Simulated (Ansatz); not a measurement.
Reaction (redistribution): `C=C[Se][GeH3]` + `CC(=S)[SiH2]O` → `C[C](=S)[GeH3]` + `C=C[Se][SiH2]O`

Gas-phase electronic energies from Ansatz, PBE0-D4/def2-TZVP geometries. CBS: MP2 limit from def2 TZ/QZ plus the TZ coupled-cluster correction, frozen cores. Functionals use def2-TZVPP. B3LYP here is the variant with VWN-RPA as its local correlation; programs differ in this. For Ge, Se outer-core shells are correlated without core-valence functions, which leaves a few kJ/mol of doubt a bond. Scalar relativity is left out up to krypton. One conformer a species, not always the lowest.

```json
{"level": "PBE-D4", "ΔE (kcal/mol)": "3.2", "difference from CCSD(T)/CBS": "1.3"}
{"level": "r2SCAN-D4", "ΔE (kcal/mol)": "3.3", "difference from CCSD(T)/CBS": "1.4"}
{"level": "PBE0-D4", "ΔE (kcal/mol)": "3.4", "difference from CCSD(T)/CBS": "1.5"}
{"level": "B3LYP-D4", "ΔE (kcal/mol)": "3.5", "difference from CCSD(T)/CBS": "1.6"}
{"level": "PBE", "ΔE (kcal/mol)": "3.5", "difference from CCSD(T)/CBS": "1.6"}
{"level": "r2SCAN", "ΔE (kcal/mol)": "3.4", "difference from CCSD(T)/CBS": "1.5"}
{"level": "PBE0", "ΔE (kcal/mol)": "3.7", "difference from CCSD(T)/CBS": "1.8"}
{"level": "B3LYP", "ΔE (kcal/mol)": "4.1", "difference from CCSD(T)/CBS": "2.2"}
{"level": "MP2/def2-TZVPP", "ΔE (kcal/mol)": "1.7", "difference from CCSD(T)/CBS": "-0.2"}
{"level": "SCS-MP2/def2-TZVPP", "ΔE (kcal/mol)": "2.0", "difference from CCSD(T)/CBS": "0.1"}
{"level": "CCSD/def2-TZVPP", "ΔE (kcal/mol)": "2.4", "difference from CCSD(T)/CBS": "0.5"}
{"level": "CCSD(T)/def2-TZVPP", "ΔE (kcal/mol)": "2.2", "difference from CCSD(T)/CBS": "0.3"}
{"level": "HF/def2-QZVPP", "ΔE (kcal/mol)": "4.6", "difference from CCSD(T)/CBS": "2.7"}
{"level": "SCS-MP2/def2-QZVPP", "ΔE (kcal/mol)": "1.9", "difference from CCSD(T)/CBS": "0.0"}
{"level": "HF/CBS(def2)", "ΔE (kcal/mol)": "4.6", "difference from CCSD(T)/CBS": "2.7"}
{"level": "CCSD/CBS(def2)", "ΔE (kcal/mol)": "2.1", "difference from CCSD(T)/CBS": "0.2"}
{"level": "CCSD(T)/CBS", "ΔE (kcal/mol)": "1.9", "difference from CCSD(T)/CBS": "0"}
```

Largest T1 diagnostic among the species: 0.015.

In def2-TZVPP, CCSD(T) changes the Hartree–Fock value by −2.3 kcal/mol (the triples alone add −0.2 kcal/mol) and MP2 by −2.8 kcal/mol.
